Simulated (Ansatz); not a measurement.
System: BNH, charge 0, doublet. BNH (SMILES B=[N], doublet).
B3LYP-D3(BJ)/def2-TZVP minimum from Ansatz (a first-principles code):
```xyz
3

B      0.0000     0.0000    -0.6130
N      0.0000     0.0000     0.6925
H      0.0000     0.0000    -1.7820
```
Charge 0, spin multiplicity 2.

Total energies in cc-pVTZ, 9 correlated electrons, 2 frozen orbitals. Open shells are spin-unrestricted; no spin-orbit coupling. Cores are frozen in correlated methods. No relativity. The UHF reference of HBN (B=[N], doublet) is spin-contaminated (<S^2> up to 0.03 over the pure value in the sets run).

| method | program | energy (Eh) | minus CCSDT(Q) (mEh) |
|---|---|---|---|
| HF | Ansatz | -79.66037 | 282.79 |
| MP2 | Ansatz | -79.90822 | 34.95 |
| CCSD | Ansatz | -79.92981 | 13.35 |
| CCSD(T) | Ansatz | -79.94146 | 1.70 |
| CCSDT(Q) | Ansatz | -79.94316 | 0.00 |

Rough core times of Ansatz's runs on a shared machine: CCSD(T) under 20 s, CCSDT(Q) 5 min.
